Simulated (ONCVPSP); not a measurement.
**Before and after: ONCV potential for iron**

```
Element                 : Fe (Z = 26)
Generator               : ONCVPSP 4.0.1
Type                    : optimised norm-conserving Vanderbilt (ONCV)
Functional              : PBE
Relativity              : fully relativistic
Frozen core             : [Ar]
Valence charge          : 8
Reference configuration : 3d7 4s1
Partial waves           : 4s: rc 2.15 bohr, ncon 3, nbas 6, qcut 2.6 1/bohr, 1 projector; p scattering state at 0.02 Ha: rc 2.30 bohr, ncon 3, nbas 5, qcut 2.9 1/bohr, 3 projectors, debl 1.9 Ha; 3d: rc 1.40 bohr, ncon 4, nbas 8, qcut 12.3 1/bohr, 2 projectors, debl 3.2 Ha
Local potential         : polynomial inside 1.15 bohr (lpopt 5, dvloc0 0 Ha)
Core correction         : Teter function, fcfact 5, rcfact 1.75
```

Open shells are filled in proportion to 2j + 1.

Change: d: rc 1.1; local potential polynomial inside 1.10 bohr (lpopt 5, dvloc0 0 Ha).

Cutoffs: the cutoffs (Ha) at which the residual kinetic energy of the hardest occupied pseudo-wave falls to 1 and 0.1 mHa per electron; they do not see the model core or the augmentation charge, which bear on the density cutoff. Errors are all-electron minus pseudo energies relative to the spin-unpolarised reference configuration.

**Question.** How do hardness, ghosts and transferability respond?

**Answer.** The potential gets harder (54 Ha and 62 Ha → 66 Ha and 76 Ha); both files keep a bound ghost (s); the errors of the 3 common tests hardly move. A smaller radius makes the pseudo-wave follow the all-electron one further in, where it bends more sharply, so more plane waves are needed.

```csv
quantity,base,changed
"cutoff, loose",54 Ha,66 Ha
"cutoff, tight",62 Ha,76 Ha
loose cutoff by channel,"s 4.1 Ha, d 54 Ha","s 4.1 Ha, d 66 Ha"
bound ghosts,s,s
GHOST(+) flags under 300 eV,"p3/2 at 130.1 eV, p1/2 at 131.6 eV","p3/2 at 122.3 eV, p1/2 at 128.2 eV"
tests with a reliable result,3 of 4,3 of 4
"error for 3d6 4s2, meV [ΔE 0.79 eV]",-120,-128
"error for 3d6 4s1, meV [ΔE 9.52 eV]",-104,-108
"error for 3d6 4s0, meV [ΔE 25.72 eV]",-419,-422
s: phases at 2.19 bohr within 0.05 rad from the reference energy up to (Ha; the scan ends near 5),1.7,1.6
p3/2: phases at 2.33 bohr within 0.05 rad from the reference energy up to (Ha; the scan ends near 5),4.3,4.2
p1/2: phases at 2.33 bohr within 0.05 rad from the reference energy up to (Ha; the scan ends near 5),4.4,4.3
"rms error of d²Exc/dni dnj with the model core, mHa",3.62,3.81
```

 A true bound ghost makes a file unfit for plane-wave use even where its test errors are small: the radial tests pick states by their node count and pass the ghost by.
